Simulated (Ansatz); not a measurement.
Geometry optimisation, Ansatz 0.2.0, RKS B3LYP/def2-SVP.

The input (input.yaml):

```yaml
crystal:
  periodic: [false, false, false]
  atoms:
    - { symbol: O, position_ang: [-1.45003, 1.16188, -0.46143] }
    - { symbol: Si, position_ang: [-0.01128, 0.71587, 0.12334] }
    - { symbol: C, position_ang: [0.51222, -1.0285, 0.40032] }
    - { symbol: O, position_ang: [0.95057, -0.25409, -0.78735] }
    - { symbol: H, position_ang: [-1.82293, 0.74937, -1.23883] }
    - { symbol: H, position_ang: [0.55516, 1.82686, 0.83157] }
    - { symbol: H, position_ang: [-0.08902, -1.87985, 0.10992] }
    - { symbol: H, position_ang: [1.72967, -0.6032, -1.28857] }
basis:
  gaussian: { orbitals: def2-SVP }
hamiltonian:
  xc: b3lyp
relax:
  f_tol: 0.02
  max_steps: 50
```

Run as:

```bash
$ ansatz run input.yaml --threads 1 --pin off --max-ram 2048MiB --backend cpu --events-out ev --progress --plain --runs-dir out
```

Q: Where does it end, and by what steps?

A: It converged. After 12 steps the energy has fallen by 1.557 eV; H8 moved furthest, 0.49 Å. Parted: C3–O4.

```tsv
step	energy less start (eV)	largest force component (eV/Å)	accepted
0	0.0000	6.172	yes
1	-0.7663	3.948	yes
2	-1.1682	1.337	yes
3	-1.4464	1.028	yes
4	-1.4795	0.933	yes
5	-1.4529	2.648	no
6	-1.5435	0.393	yes
7	-1.5472	0.252	yes
8	-1.5554	0.138	yes
9	-1.5564	0.061	yes
10	-1.5570	0.039	yes
11	-1.5572	0.026	yes
12	-1.5573	0.019	yes
```

```xyz
8
Properties=species:S:1:pos:R:3
O -1.350 1.233 -0.599
Si 0.015 0.565 0.061
C 0.394 -1.122 0.588
O 0.966 -0.233 -1.158
H -1.986 0.634 -1.009
H 0.703 1.712 0.686
H -0.292 -1.873 0.149
H 1.924 -0.230 -1.029
```

The run took 39 s on 1 thread of Arm Neoverse V1, on a shared host, peak memory 0.15 GiB.
